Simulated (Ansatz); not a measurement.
Born–Oppenheimer molecular dynamics of Cl$_{3}$H$_{3}$NOTa (9 atoms, charge 0, multiplicity 1). It starts from a relaxed structure.

Theory: RKS BHLYP-D4/def2-SVP in Ansatz 0.2.0.

| Quantity | Value |
| --- | --- |
| ensemble | NVT, Langevin thermostat |
| time step | 0.5 fs |
| steps asked | 150 |
| set temperature | 300 K |
| friction | 0.01 /fs |
| seed | 843218 |

First frame:

```xyz
9
Properties=species:S:1:pos:R:3
Ta 0.193 -0.058 0.122
O 2.033 -0.176 -0.106
H 2.918 -0.233 0.241
N -0.608 -0.007 1.908
H -0.897 -0.828 2.416
H -0.789 0.844 2.417
Cl -1.125 0.029 -1.783
Cl 0.242 2.290 0.325
Cl -0.060 -2.392 0.322
```

Question: How far do the bonds stretch over the last three quarters of this one trajectory? (Pairs bonded in most of those frames.)

Answer: 
| bond | mean (Å) | spread (Å) | shortest | longest |
| --- | --- | --- | --- | --- |
| Ta1–O2 | 1.868 | 0.033 | 1.82 | 1.93 |
| Ta1–N4 | 1.964 | 0.044 | 1.90 | 2.04 |
| Ta1–Cl7 | 2.357 | 0.037 | 2.27 | 2.40 |
| Ta1–Cl8 | 2.337 | 0.021 | 2.31 | 2.37 |
| Ta1–Cl9 | 2.335 | 0.056 | 2.27 | 2.42 |
| O2–H3 | 0.955 | 0.015 | 0.93 | 0.99 |
| N4–H5 | 1.009 | 0.012 | 0.99 | 1.03 |
| N4–H6 | 1.008 | 0.008 | 0.99 | 1.02 |

Mean temperature of the second half: 228 K. The mean temperature of the second half is 24 % below the set value. A run of 0.075 ps of so small a system gives no equilibrium averages.

The run took 13 min on 2 threads of Arm Neoverse V2, on a shared host, peak memory 0.36 GiB.
